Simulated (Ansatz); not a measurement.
Calculated with Ansatz (gas phase, PBE0-D4/def2-TZVP geometries, no zero-point term in ΔE). CCSD(T)/CBS is the MP2 limit (def2-TZVPP, def2-QZVPP) plus CCSD(T) − MP2 in def2-TZVPP, frozen cores. Each species was taken in one conformer, which may not be the lowest.

Consider the ligand exchange at the Si–C bond: `FC[C]1=[C]([SiH3])[AlH]1` + `C[NH][AlH][F]` → `C[N]([SiH3])[AlH][F]` + `FC[C]1=[CH][AlH]1`.

```json
{"species": "`FC[C]1=[C]([SiH3])[AlH]1`", "HF/def2-TZVPP energy (Eh)": "-747.41179"}
{"species": "`C[NH][AlH][F]`", "HF/def2-TZVPP energy (Eh)": "-436.78303"}
{"species": "`C[N]([SiH3])[AlH][F]`", "HF/def2-TZVPP energy (Eh)": "-726.91070"}
{"species": "`FC[C]1=[CH][AlH]1`", "HF/def2-TZVPP energy (Eh)": "-457.29727"}
```

(1) Work out ΔE.

Largest T1 diagnostic among the species: 0.013.

Results:

(1) ΔE = (-726.91070) + (-457.29727) − (-747.41179) − (-436.78303) = -0.01315 Eh = -0.36 eV. CCSD(T)/CBS gives -0.29 eV.

In def2-TZVPP, CCSD(T) changes the Hartree–Fock value by +0.06 eV (the triples alone add +0.01 eV) and MP2 by +0.06 eV. From PBE to PBE0 (25 % exact exchange), in def2-TZVPP and without D4, ΔE moves by −0.04 eV.
